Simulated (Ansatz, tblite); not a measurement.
Spin states of the cluster Ti₂Se₄ (the lowest singlet isomer of a short search), each relaxed with PBE0-D4/def2-SVP in Ansatz. Electronic energies in the gas phase.

The xTB rows come from tblite. The structure comes from a short search, and lower isomers may exist.

Singlet geometry (Cs within 0.1 Å):

```
atom   x (Å)   y (Å)   z (Å)
 Ti1  -0.676   0.157   0.771
 Ti2   0.557   0.812  -1.169
 Se3   0.967   1.911   0.911
 Se4  -1.824   0.668  -1.282
 Se5   1.123  -1.469  -0.597
 Se6  -0.147  -2.080   1.366
```

Triplet geometry (C2v within 0.1 Å):

```xyz
6

Ti    0.738   -1.091    0.740
Ti   -1.443    0.370   -0.229
Se   -0.777    0.219    2.086
Se   -0.831   -1.859   -0.925
Se    0.233    1.800   -1.247
Se    2.080    0.561   -0.425
```

Quintet geometry (Cs within 0.1 Å):

```xyz
6

Ti   -0.0832    0.1538   -1.1529
Ti   -0.1964    0.9808    1.2066
Se   -2.2396    0.8579    0.0119
Se    1.5736    1.8048   -0.1370
Se    0.4149   -1.4945    1.1232
Se    0.5307   -2.3028   -1.0519
```

⟨S²⟩: triplet 2.04 at PBE0-D4/def2-TZVP (pure 2.00), quintet 6.03 at PBE0-D4/def2-TZVP (pure 6.00).

Run but left out: HF/STO-3G (singlet: restricted singlet, unstable in another Hartree–Fock run and untested here); HF/def2-TZVP, PBE0-D4/def2-TZVP, B2PLYP/def2-TZVP, MP2/def2-TZVP (singlet: restricted singlet, unstable towards broken spin symmetry).

Only these spin states were relaxed. The triplet has other bonds than the singlet, so the gap mixes isomer and spin.

```csv
level,triplet − singlet (kcal/mol),quintet − singlet (kcal/mol),lowest of these
GFN2-xTB,-17.2,24.2,triplet
PBE-D4/def2-TZVP,15.9,44.8,singlet
r2SCANh-D4/def2-TZVP,11.0,36.7,singlet
```

Problem. Estimate the rows for GFN1-xTB, r2SCAN-D4/def2-TZVP.

Solution. 
```
              level  triplet − singlet (kcal/mol)  quintet − singlet (kcal/mol)  lowest of these
           GFN1-xTB                          -0.8                          32.5          triplet
r2SCAN-D4/def2-TZVP                          15.0                          40.7          singlet
```

The xTB methods have no spin-polarisation term.
